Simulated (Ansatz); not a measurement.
Cost and result for the atomization energy of C3H8Cl3GeN (`CC[N](C)[Ge]([Cl])([Cl])[Cl]`) (16 atoms, 15 bonds).

| atom | x (Å) | y (Å) | z (Å) |
| --- | --- | --- | --- |
| C1 | 0.578 | -1.497 | -1.387 |
| C2 | 0.820 | -0.662 | -0.143 |
| N3 | -0.293 | 0.233 | 0.149 |
| C4 | -0.402 | 1.378 | -0.734 |
| Ge5 | -0.756 | 0.455 | 1.875 |
| Cl6 | -2.621 | 1.472 | 1.985 |
| Cl7 | -0.929 | -1.449 | 2.808 |
| Cl8 | 0.647 | 1.592 | 3.035 |
| H9 | -0.332 | -2.090 | -1.278 |
| H10 | 1.418 | -2.176 | -1.550 |
| H11 | 0.479 | -0.879 | -2.282 |
| H12 | 1.750 | -0.086 | -0.251 |
| H13 | 0.963 | -1.334 | 0.707 |
| H14 | 0.511 | 1.990 | -0.739 |
| H15 | -0.594 | 1.045 | -1.757 |
| H16 | -1.240 | 2.010 | -0.438 |

The species carries charge 0 and has multiplicity 1. Correlated methods include outer-core shells of Ge, which these sets cover unevenly. Scalar relativity is left out up to krypton. The geometry is a stationary point of PBE0-D4/def2-TZVP. It is one conformer, not always the lowest. Program: Ansatz. All runs use 4 threads of an AMD EPYC 7R13 on a shared host and a share of an NVIDIA H100 80 GB. Times are those of one run each, without the atoms' runs, and a repeat can differ threefold. Electronic energies, without spin–orbit coupling; frozen cores. CCSD(T)/CBS adds CCSD(T) − MP2 in def2-TZVPP to the MP2 limit, and its time is that of the two runs behind it. T1 = 0.010. With those shells the extrapolation isn't a true limit. B3LYP takes the VWN-RPA correlation (the form of Gaussian; ORCA's B3LYP/G). HSE06 is the plane-wave form, built on full-range PBE exchange.

CCSD(T)/CBS is a level of theory with its own doubt, some kJ/mol a heavy atom from the limit and from the frozen cores, so smaller differences don't rank the functionals.

| level | functions | wall time |
| --- | --- | --- |
| LDA (SPW92)/def2-TZVPP | 410 | 2 s |
| revPBE-D4/def2-TZVPP | 410 | 2 s |
| CCSD(T)/def2-SVP | 182 | 2.2 s |
| PBE0-D4/def2-TZVPP | 410 | 2.4 s |
| PBE-D4/def2-TZVPP (with forces) | 410 | 2.5 s |
| r2SCANh-D4/def2-TZVPP | 410 | 2.6 s |
| HSE06-D4/def2-TZVPP | 410 | 2.8 s |
| B3LYP-D4/def2-TZVPP (with forces) | 410 | 2.9 s |
| ωB97X-V/def2-TZVPP | 410 | 3.3 s |
| ωB97M-V/def2-TZVPP (with forces) | 410 | 3.6 s |
| MP2/def2-QZVPP | 767 | 6 s |
| CCSD(T)/def2-TZVPP | 410 | 17 s |
| CCSD(T)/CBS(def2) | – | 23 s |

**Question.** What atomization energy does each give, and how far from CCSD(T)/CBS? (An estimate is asked.)

**Answer.** Ansatz gave: 
```csv
level,atomization (kcal/mol),difference from CCSD(T)/CBS,per bond
LDA (SPW92)/def2-TZVPP,1591.8,205.2,13.7
revPBE-D4/def2-TZVPP,1381.3,-5.3,-0.4
CCSD(T)/def2-SVP,1310.0,-76.6,-5.1
PBE0-D4/def2-TZVPP,1394.9,8.3,0.6
PBE-D4/def2-TZVPP (with forces),1415.3,28.7,1.9
r2SCANh-D4/def2-TZVPP,1382.8,-3.8,-0.3
HSE06-D4/def2-TZVPP,1395.7,9.1,0.6
B3LYP-D4/def2-TZVPP (with forces),1379.7,-6.9,-0.5
ωB97X-V/def2-TZVPP,1392.6,6.0,0.4
ωB97M-V/def2-TZVPP (with forces),1389.7,3.1,0.2
MP2/def2-QZVPP,1399.2,12.6,0.8
CCSD(T)/def2-TZVPP,1352.3,-34.3,-2.3
CCSD(T)/CBS(def2),1386.6,0.0,0.0
```

From r2SCAN to r2SCAN0 (25 % exact exchange), in def2-TZVPP and without D4, the atomization energy moves by −18.7 kcal/mol: exact exchange takes away binding that semilocal exchange gives to molecules. Leaving LDA and LC-ωPBE aside and taking each functional with its dispersion term where it has one, the values, not all of them listed here, spread over 69.5 kcal/mol, from BHLYP-D4 to PBE-D4. LDA lies +189.2 kcal/mol from PBE without D4, its usual overbinding. The D4 term adds +20.4 kcal/mol with B3LYP and +11.0 kcal/mol with PBE0; it sums over pairs of atoms, weighted by their polarisabilities, and B3LYP, whose exchange is more repulsive, gets the larger term.
